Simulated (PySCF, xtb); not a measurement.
C₄H₉Cl, SMILES CCCCCl. One conformer was computed; it need not be the lowest.

Harmonic wavenumbers (cm⁻¹) from xtb 6.7.1 with GFN2-xTB at its own minimum, in rising order: 78, 111, 229, 250, 293, 467, 666, 786, 846, 908, 952, 1049, 1082, 1096, 1125, 1189, 1228, 1264, 1279, 1302, 1368, 1417, 1439, 1474, 1493, 1504, 1506, 2960, 2973, 2977, 2983, 2992, 2996, 3031, 3037, 3044.

**Question.** What does PBE0-D3(BJ)/def2-SVP (PySCF) give at its own minimum? (The exact figures need the calculation; the answer reports its results.)

**Answer.** 88, 134, 243, 259, 305, 481, 686, 757, 828, 886, 941, 1035, 1086, 1097, 1133, 1216, 1253, 1301, 1313, 1334, 1395, 1415, 1448, 1461, 1468, 1470, 1481, 3043, 3050, 3052, 3093, 3102, 3115, 3140, 3151, 3171. Paired by order, the mean absolute difference is 40 cm⁻¹ and the zero-point energies are 76.3 and 77.8 kcal/mol.
